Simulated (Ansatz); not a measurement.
A nudged elastic band was laid between two geometries of CH5NOSiSn (10 atoms, charge 0, multiplicity 1).

Method: RKS PBE0-D4/def2-SVP (Ansatz 0.2.0).

| Item | Value |
| --- | --- |
| movable images | 9 |
| climbing image | yes |
| spring | 5.0 eV/Å² |
| optimiser | quadratic models (default) |
| start path | IDPP |
| force threshold | 0.03 eV/Å |
| iteration limit | 58 |
| end points | relaxed |

Initial state:

```xyz
10
Properties=species:S:1:pos:R:3
O -1.929 1.870 0.727
Si -0.874 0.713 1.260
N -0.960 -0.943 0.573
C 0.050 -0.293 0.109
Sn 1.511 -0.921 -1.362
H -2.772 1.940 1.185
H -0.571 0.824 2.701
H 0.694 -1.248 -2.830
H 2.286 -2.334 -0.786
H 2.647 0.340 -1.576
```

Final state:

```xyz
10
Properties=species:S:1:pos:R:3
O -1.097 2.056 1.777
Si -0.832 0.444 1.535
N -1.477 -0.388 0.091
C -0.188 -0.297 0.037
Sn 1.152 -0.956 -1.535
H -1.078 2.632 1.007
H -0.909 -0.210 2.851
H 0.248 -1.706 -2.779
H 2.282 -2.046 -0.853
H 1.981 0.421 -2.130
```

**Question.** What changes between the two ends?

**Answer.** No bond is made or broken. The dihedral H6–O1–Si2–N3 goes from 89 to -38°.

**Question.** What energy profile does the band end with?

**Answer.** The run converged. The highest image is number 0 of 0 to 10, 0.0 kcal/mol above the first end and 1.5 kcal/mol above the last; the last end lies 1.5 kcal/mol below the first. The highest image is an end point: on this band no image between the ends rises above it.

```csv
image,path coordinate (Å),energy (kcal/mol),dihedral H6–O1–Si2–N3 (°)
0,0.00,0.0,89
1,0.25,0.0,90
2,0.59,0.0,88
3,0.94,-0.1,84
4,1.28,-0.1,68
5,1.62,-0.1,36
6,1.95,-0.7,1
7,2.29,-1.3,-27
8,2.63,-1.4,-36
9,2.97,-1.5,-37
10,3.31,-1.5,-38
```

Run time: 5.9 min on 2 threads of AMD EPYC 7B13 (Zen 3), on a shared host, peak memory 0.29 GiB.
